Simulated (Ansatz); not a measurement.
Correlation energies of CH$_{6}$BClGeSi by basis set

Z-matrix (Å, degrees):
```
Ge
B 1 2.186
C 1 2.043 2 91.1
Si 1 2.484 2 48.8 3 21.8
H 1 1.530 2 110.0 3 -110.0
H 1 1.534 2 121.9 3 113.2
H 2 1.194 1 124.7 3 -134.7
H 2 1.204 1 99.4 3 89.6
H 3 1.086 1 119.3 2 140.2
H 3 1.090 1 107.7 2 -90.9
Cl 4 2.050 1 117.3 2 114.4
```

The species carries charge 0 and has multiplicity 1. Correlated methods include outer-core shells of Ge, which these sets cover unevenly. Scalar relativity is left out up to krypton. The bonds changed during the relaxation, so this is another structure than the one it started from. The structure was optimised at the PBE0-D4/def2-TZVP level. Frozen core, restricted reference, Ansatz.

```csv
basis,HF (Eh),MP2 corr.
def2-SVP,-2889.27863,-0.69992
def2-TZVPP,-2889.87796,-0.85908
def2-QZVPP,-2889.94379,-1.16865
```

(1) Estimate the CCSD correlation energy and the (T) correction in each basis where they were run (hartree).

## Answers

(1) 
```
     basis  CCSD corr.       (T)
  def2-SVP    -0.74705  -0.02645
def2-TZVPP    -0.90607  -0.04241
```
